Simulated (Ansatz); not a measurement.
Molecule: sum formula H4SiO, net charge 0, singlet state. SMILES: O[SiH3]
Geometry: optimised at B3LYP-D3(BJ)/def2-TZVP (Ansatz, an electronic-structure program).

Atomisation energy built up term by term with Ansatz (kcal/mol; UHF references for open shells; valence terms freeze the core; atomic spin-orbit terms are left out). Basis-set limits of correlation are two-point, X^-3; Hartree-Fock from the larger set (for Q and 5 zeta extrapolated as (X+1)exp(-9√X)).

```json
[
 {"term": "Hartree-Fock", "basis": "CBS(cc-pV(Q+d)Z,cc-pV(5+d)Z)", "kcal/mol": "343.28"},
 {"term": "CCSD correlation", "basis": "CBS(cc-pV(Q+d)Z,cc-pV(5+d)Z)", "kcal/mol": "115.31"},
 {"term": "(T)", "basis": "CBS(cc-pV(Q+d)Z,cc-pV(5+d)Z)", "kcal/mol": "4.94"},
 {"term": "core correlation", "basis": "cc-pwCVTZ", "kcal/mol": "0.13"},
 {"term": "scalar relativity (X2C)", "basis": "cc-pVTZ-DK against cc-pVTZ", "kcal/mol": "-1.02"},
 {"term": "sum: De", "basis": "", "kcal/mol": "462.6"}
]
```

(T) makes 1.1 % of the CCSD(T) atomisation energy; under 5 % is typical of single-reference molecules.
